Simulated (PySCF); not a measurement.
Compound: C3H3NSSi.
Structure used (PBE0-D3(BJ)/def2-SVP), in Å, numbered top down from 1:
```
atom  x, y, z in Å
N1    -1.7287   -2.2731    0.5455
C2    -1.2287   -1.2472    0.3296
C3    -0.5558   -0.0274    0.0640
Si4    1.3304   -0.0248   -0.1448
C5    -1.1920    1.1292   -0.0503
S6    -1.8744    2.5098   -0.1957
H7     1.9545   -0.5276    1.1114
H8     1.7363    1.3822   -0.4150
H9     1.6903   -0.9116   -1.2870
```

Method: PBE0-D3(BJ)/def2-SVP geometry optimisation, gas phase (PySCF).

Masses are those of the commonest isotopes; rigid-rotor values at the optimised geometry. 

Problem. What are A, B and C (cm⁻¹)?

Solution. Ia = 175.57, Ib = 329.57, Ic = 499.12 u·Å²; 505379 MHz·u·Å²/I gives 2879, 1533 and 1013 MHz, that is A = 0.09602, B = 0.05115, C = 0.03377 cm⁻¹.

Problem. What kind of rotor is it?

Solution. An asymmetric top: κ = (2 × 1533 − 2879 − 1013)/(2879 − 1013) = -0.44.

Problem. Is it planar, by Δ = Ic − Ia − Ib?

Solution. Not planar: Δ = Ic − Ia − Ib = -6.02 u·Å². For a rigid frame Δ = −2 Σ m c², so Σ m c² = 3.01 u·Å² lies off the ab plane, practically all of it from hydrogen. The atom farthest from that plane is 1.22 Å away.

Problem. List the rotational levels J(Ka,Kc) to J = 3 (K).

Solution. Above 0(0,0), as E/k:
J = 1: 1(0,1) 0.122, 1(1,1) 0.187, 1(1,0) 0.212
J = 2: 2(0,2) 0.361, 2(1,2) 0.406, 2(1,1) 0.481, 2(2,1) 0.675, 2(2,0) 0.681
J = 3: 3(0,3) 0.705, 3(1,3) 0.732, 3(1,2) 0.881, 3(2,2) 1.041, 3(2,1) 1.069, 3(3,1) 1.430, 3(3,0) 1.431
The levels of one J sum to (2J + 1)J(J + 1)(A + B + C)/3.

Problem. Which lines would a microwave search look for?

Solution. The dipole components are |μa| = 2.24 D, |μb| = 3.30 D, |μc| = 0.00 D; the mirror of this Cs structure is the ab plane, so μc vanishes by symmetry and there are no c-type lines. The squared components, which scale the intensities, stand as 0.46 : 1.00 (a : b). Some of the stronger lines:

```json
{"type": "a", "branch": "Q", "J(Ka,Kc)": "1(1,0) ← 1(1,1)", "MHz": "521", "lower level (cm⁻¹)": "0.130"}
{"type": "a", "branch": "Q", "J(Ka,Kc)": "3(2,1) ← 3(2,2)", "MHz": "581", "lower level (cm⁻¹)": "0.724"}
{"type": "b", "branch": "Q", "J(Ka,Kc)": "2(1,1) ← 2(0,2)", "MHz": "2511", "lower level (cm⁻¹)": "0.251"}
{"type": "a", "branch": "R", "J(Ka,Kc)": "1(0,1) ← 0(0,0)", "MHz": "2546", "lower level (cm⁻¹)": "0.000"}
{"type": "a", "branch": "Q", "J(Ka,Kc)": "3(1,2) ← 3(1,3)", "MHz": "3106", "lower level (cm⁻¹)": "0.509"}
{"type": "b", "branch": "R", "J(Ka,Kc)": "2(0,2) ← 1(1,1)", "MHz": "3623", "lower level (cm⁻¹)": "0.130"}
{"type": "b", "branch": "Q", "J(Ka,Kc)": "2(2,0) ← 2(1,1)", "MHz": "4160", "lower level (cm⁻¹)": "0.334"}
{"type": "b", "branch": "R", "J(Ka,Kc)": "3(1,2) ← 2(2,1)", "MHz": "4295", "lower level (cm⁻¹)": "0.469"}
{"type": "a", "branch": "R", "J(Ka,Kc)": "2(1,2) ← 1(1,1)", "MHz": "4571", "lower level (cm⁻¹)": "0.130"}
{"type": "a", "branch": "R", "J(Ka,Kc)": "2(0,2) ← 1(0,1)", "MHz": "4968", "lower level (cm⁻¹)": "0.085"}
{"type": "b", "branch": "Q", "J(Ka,Kc)": "2(2,1) ← 2(1,2)", "MHz": "5598", "lower level (cm⁻¹)": "0.282"}
{"type": "a", "branch": "R", "J(Ka,Kc)": "2(1,1) ← 1(1,0)", "MHz": "5613", "lower level (cm⁻¹)": "0.147"}
{"type": "b", "branch": "R", "J(Ka,Kc)": "2(1,2) ← 1(0,1)", "MHz": "5916", "lower level (cm⁻¹)": "0.085"}
{"type": "b", "branch": "R", "J(Ka,Kc)": "3(0,3) ← 2(1,2)", "MHz": "6233", "lower level (cm⁻¹)": "0.282"}
{"type": "b", "branch": "Q", "J(Ka,Kc)": "3(2,2) ← 3(1,3)", "MHz": "6450", "lower level (cm⁻¹)": "0.509"}
{"type": "a", "branch": "R", "J(Ka,Kc)": "3(1,3) ← 2(1,2)", "MHz": "6786", "lower level (cm⁻¹)": "0.282"}
{"type": "a", "branch": "R", "J(Ka,Kc)": "3(0,3) ← 2(0,2)", "MHz": "7181", "lower level (cm⁻¹)": "0.251"}
{"type": "b", "branch": "Q", "J(Ka,Kc)": "3(3,0) ← 3(2,1)", "MHz": "7536", "lower level (cm⁻¹)": "0.743"}
{"type": "a", "branch": "R", "J(Ka,Kc)": "3(2,2) ← 2(2,1)", "MHz": "7638", "lower level (cm⁻¹)": "0.469"}
{"type": "b", "branch": "R", "J(Ka,Kc)": "3(1,3) ← 2(0,2)", "MHz": "7735", "lower level (cm⁻¹)": "0.251"}
{"type": "a", "branch": "R", "J(Ka,Kc)": "3(2,1) ← 2(2,0)", "MHz": "8095", "lower level (cm⁻¹)": "0.473"}
{"type": "a", "branch": "R", "J(Ka,Kc)": "3(1,2) ← 2(1,1)", "MHz": "8330", "lower level (cm⁻¹)": "0.334"}
{"type": "b", "branch": "R", "J(Ka,Kc)": "2(2,1) ← 1(1,0)", "MHz": "9648", "lower level (cm⁻¹)": "0.147"}
{"type": "b", "branch": "R", "J(Ka,Kc)": "3(2,2) ← 2(1,1)", "MHz": "11673", "lower level (cm⁻¹)": "0.334"}
{"type": "b", "branch": "R", "J(Ka,Kc)": "3(2,1) ← 2(1,2)", "MHz": "13817", "lower level (cm⁻¹)": "0.282"}
{"type": "b", "branch": "R", "J(Ka,Kc)": "3(3,1) ← 2(2,0)", "MHz": "15612", "lower level (cm⁻¹)": "0.473"}
{"type": "b", "branch": "R", "J(Ka,Kc)": "3(3,0) ← 2(2,1)", "MHz": "15755", "lower level (cm⁻¹)": "0.469"}
```

No PBE0-D3(BJ)/def2-SVP frequencies stand behind this structure, so it isn't proved a minimum. Zero-point vibration and centrifugal distortion are left out. A rigid rotor knows nothing of internal rotation, which can split or shift real lines. Quadrupole hyperfine structure (14N) is left out.
